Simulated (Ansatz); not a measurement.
Saddle point of CH$_{8}$GeS, singlet (CH₆GeS ([CH3][GeH2][SH]) + H₂ → CH₆Ge ([CH3][GeH3]) + H₂S; bonds formed: Ge1–H7, S2–H6; bonds broken: Ge1–S2, H6–H7), PBE0-D4/def2-TZVP structure:

| atom | x (Å) | y (Å) | z (Å) |
| --- | --- | --- | --- |
| Ge1 | -0.6510 | -0.2632 | 0.3310 |
| S2 | 1.8296 | -1.1280 | -0.1613 |
| H3 | -1.1091 | -1.6842 | -0.0391 |
| H4 | -1.6835 | 0.2117 | 1.3993 |
| C5 | -0.4561 | 1.0752 | -1.0553 |
| H6 | 1.1500 | -0.1934 | 1.1738 |
| H7 | 0.5019 | 0.2241 | 1.7061 |
| H8 | 1.6574 | -2.2336 | 0.5816 |
| H9 | -1.3959 | 1.6148 | -1.1825 |
| H10 | 0.3209 | 1.7840 | -0.7672 |
| H11 | -0.1640 | 0.5925 | -1.9865 |

Energies are electronic, without zero-point energy. Barriers and step energies count from the start structure reached by relaxing down the imaginary mode; all methods use the PBE0-D4 structures, on which another method's saddle can fall below an end. Program: Ansatz 0.2.0. Basis: def2-TZVPP, with def2-QZVPP for the basis limit. Cores are frozen in the correlated methods. Filled d shells of the heavier atoms are correlated. The def2 sets are not built for correlating such inner shells, so the correlated values are less sure here. B3LYP uses VWN-RPA correlation. Extrapolation: Hartree–Fock as exp(−7.88 √X), correlation as X^−2.97.

```
      method  barrier (kcal/mol)  step energy (kcal/mol)
       SPW92               43.25                    4.54
      PBE-D4               49.70                    6.59
     BLYP-D4               53.01                    6.28
   r2SCAN-D4               53.62                    6.61
      B97M-V               54.97                    4.23
     PBE0-D4               54.25                    6.11
    B3LYP-D4               56.49                    5.67
  r2SCAN0-D4               56.68                    6.20
    BHLYP-D4                   ?                    5.14
CAM-B3LYP-D4               59.19                    4.18
     wB97X-V               60.48                    5.27
     wB97M-V                   ?                    5.45
      B2PLYP               59.17                    5.49
    PBE-QIDH               58.82                    6.27
  RPA on PBE               59.86                    4.55
          HF               72.25                    3.12
         MP2                   ?                    7.36
        CCSD               62.77                    4.45
     CCSD(T)               60.55                    5.28
```

Fill in the withheld barriers. (An estimate is asked for; the value comes from the calculation.)

By the calculation: MP2 61.18; wB97M-V 58.99; BHLYP-D4 61.64 kcal/mol. Each is the energy of the saddle less that of the start structure, by the same method.

For comparison, the barrier by CCSD(T) at an estimated basis limit (MP2 extrapolated from triple and quadruple zeta, plus CCSD(T) − MP2 in triple zeta) is 60.41 kcal/mol.

No T1 diagnostic of these runs exceeds 0.013.

Labels in which every atom is bracketed show which atoms are joined, not bond orders.

For scale, one of the runs: CCSD(T)/def2-TZVPP, 233 basis functions, launched by `ansatz run in.yaml --threads 4 --pin off --events-out ev --progress --plain --max-ram 9574MiB`. The run took 84 s on 4 CPU threads of an Arm Neoverse V2 (shared host), with 4 GiB of host memory at its peak.
